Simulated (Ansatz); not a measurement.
Calculated with Ansatz (gas phase, PBE0-D4/def2-TZVP geometries, no zero-point term in ΔE). CCSD(T)/CBS is the MP2 limit (def2-TZVPP, def2-QZVPP) plus CCSD(T) − MP2 in def2-TZVPP, frozen cores. Functionals use def2-TZVPP. For Zn outer-core shells are correlated without core-valence functions, which leaves a few kJ/mol of doubt a bond. Scalar relativity is left out up to krypton. Each species was taken in one conformer, which may not be the lowest.

Consider the ligand exchange at a Zn–C bond: `[SiH3]O[CH2][ZnH]` + silanol → `[SiH3][O][ZnH]` + `CO[SiH3]`.

```csv
species,PBE0 energy (Eh)
`[SiH3]O[CH2][ZnH]`,-2185.36687
`O[SiH3]`,-366.98944
`[SiH3][O][ZnH]`,-2146.14796
`CO[SiH3]`,-406.24839
```

(1) Work out ΔE.

(2) What do rigid-rotor, harmonic-oscillator terms from PBE0-D4/def2-TZVP frequencies (298.15 K, 1 bar) make of the CCSD(T)/CBS value? (Estimate.)

Largest T1 diagnostic among the species: 0.016.

Results:

(1) ΔE = (-2146.14796) + (-406.24839) − (-2185.36687) − (-366.98944) = -0.04004 Eh = -105.1 kJ/mol. CCSD(T)/CBS gives -113.2 kJ/mol.

(2) The calculation gave: ΔZPE = +4.4 kJ/mol, ΔH = -108.6 kJ/mol, ΔS = 19 J/(mol·K), ΔG = -114.3 kJ/mol. Modes under 50 cm⁻¹ make the entropy rough.

Leaving LDA and LC-ωPBE aside and taking each functional with its dispersion term where it has one, the values, not all of them listed here, spread over 22.5 kJ/mol, from BHLYP-D4 to revPBE-D4. From BLYP to BHLYP (50 % exact exchange), in def2-TZVPP and without D4, ΔE moves by −12.9 kJ/mol.
